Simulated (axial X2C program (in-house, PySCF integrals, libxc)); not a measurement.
Nuclear properties of BI⁺

Computed with an axial X2C code built on PySCF integrals: two-component X2C with atomic mean-field Coulomb and Gaunt terms, Gaussian nuclei, basis I dyall-cv3z, B dyall-v3z with contracted cores.

R = 1.966 Å (near the PBE0 minimum at charge 1 of the determinant lowest at the starting distance; the state shown can have its own minimum elsewhere).

Determinant lowest in the PBE0 search, Ω = 1/2 (⟨Sz⟩ = 0.49, ⟨Lz⟩ = 0.01 at PBE0), spin on the atoms I 0.01, B 0.48:

```tsv
level	Eeff magnitude (GV/cm)	Ws magnitude I (kHz)	A∥/gI I (MHz)	qzz I (a.u.)	A∥/gI B (MHz)	qzz B (a.u.)
PBE0	2.28	2.69	271	6.51	646	-0.34
HF	1.6	1.75	78.5	7.55	649	-0.45
BHandHLYP	1.98	2.32	171	7.32	658	-0.39
LDA	2.2	2.6	375	6.00	659	-0.30
PBE	2.28	2.72	343	6.02	648	-0.30
```

Eeff is the effective electric field on the electron electric dipole moment in this Ω state and Ws the scalar–pseudoscalar constant of the nucleus named (defined with the proton number Z and per Ω); A∥ (defined per Ω) follows by multiplying with gI = μI/(I μN); qzz is the electric field gradient, eQq0 = 234.96 MHz × Q/barn × qzz. The operators were transformed with the bare-nucleus X2C matrices; with these basis sets, hyperfine constants and field gradients can be off by tens of per cent, and where levels differ in sign neither size nor sign is settled.

(1) With Q(127I) = -0.68822 barn, gI(11B) = 1.7924, Q(11B) = 0.04059 barn (g factors from the IAEA table of nuclear moments by Stone; Q from Pyykkö, Mol. Phys. 2018), turn the PBE0 values of the first state into constants in MHz.

Each state is one determinant with collinear spin. Unrestricted Hartree–Fock can overshoot spin polarisation at the nuclei. The search compared states at one distance, so a state with another bond length can lie lower. Where a field gradient or hyperfine factor spreads by more than a factor of two over the levels, a constant derived from it is not to be relied on.

Results:

(1) eQq0(127I) = 234.96 × (-0.68822) × (6.51) = -1050 MHz; A∥(11B) = 646 × 1.7924 = 1160 MHz; eQq0(11B) = 234.96 × (0.04059) × (-0.34) = -3.24 MHz.
